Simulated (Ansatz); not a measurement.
This geometry of CH$_{2}$BNO (6 atoms, charge 0, multiplicity 1) is a first-order saddle point.

The calculation used RKS r2SCAN/def2-SVP in Ansatz.

```xyz
6
Properties=species:S:1:pos:R:3
N -0.102 1.026 -0.622
C -0.288 0.246 0.333
B 0.354 -1.184 0.280
O 0.887 -2.264 0.162
H 0.047 1.650 -1.385
H -0.898 0.525 1.233
```

Which two structures does it join? (They come from a converged band through this point; their orientation in space is the band's.)

No bond is made or broken. The dihedral H5–N1–C2–B3 changes from 0 to -180° by way of a nearly straight angle H5–N1–C2 (up to 180°), not by a turn about the bond.

Image 0:

```xyz
6
Properties=species:S:1:pos:R:3
N -0.181 1.340 -0.393
C -0.190 0.358 0.429
B 0.213 -1.094 0.075
O 0.537 -2.212 -0.251
H 0.132 1.035 -1.326
H -0.512 0.572 1.465
```

Image 6:

```xyz
6
Properties=species:S:1:pos:R:3
N 0.036 0.933 -0.882
C -0.099 0.236 0.182
B 0.238 -1.274 0.125
O 0.490 -2.456 0.124
H -0.220 1.914 -0.702
H -0.445 0.648 1.153
```

How far does it lie above each of them?

1.21 eV above the first and 1.21 eV above the second. This is the barrier of this one path; another mechanism may lie lower.

Run time: 2.2 min on 1 thread of Arm Neoverse V2, on a shared host, peak memory 0.23 GiB.
